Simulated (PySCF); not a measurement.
## Adding and removing an electron: PbS

RHF-CCSD(T); basis Pb def2-SVP with ECP60, S def2-SVP; scalar-relativistic core potentials; PySCF 2.14. Neutral (RHF): singlet (closed shell), Re = 2.343 Å, ωe = 417 cm⁻¹, De = 4.00 eV.

PbS⁺ (UHF): doublet (π ↑), Re = 2.511 Å, ωe = 338 cm⁻¹. The energies at the minima are -589.51604 hartree for PbS and -589.20540 for PbS⁺.

Problem. Work out the adiabatic ionisation energy, without and with harmonic zero-point energies (1 hartree = 27.2114 eV, 1 eV = 8065.5 cm⁻¹), and the change of the bond length.

Solution. At CCSD(T): 0.31064 hartree = 8.453 eV between the minima; the zero-point term (338.0 − 417.0)/2 cm⁻¹ = -0.005 eV makes it 8.448 eV. Re changes by +16.8 pm against the neutral. The electron leaves a π orbital, and the longer bond of the ion fits a bonding orbital, or a change in how ionic the bond is.

Correlated steps freeze 9 core orbitals. Correlated levels converge slowly with the basis: in double zeta they bind strong bonds too weakly, by up to about 1 eV, and carry superposition errors of some tenths. Spin–orbit coupling is left out, which matters for elements this heavy, above all for dissociation energies. Where the molecule has an RHF reference, its open-shell atoms are computed with UHF. The CCSD T1 diagnostic is raised in PbS, a sign that a single reference may not be enough there. States were picked by a PBE0 search and need not be the measured ground states.

Neutral and ion stand on different kinds of reference determinant, which adds to the error of the difference.
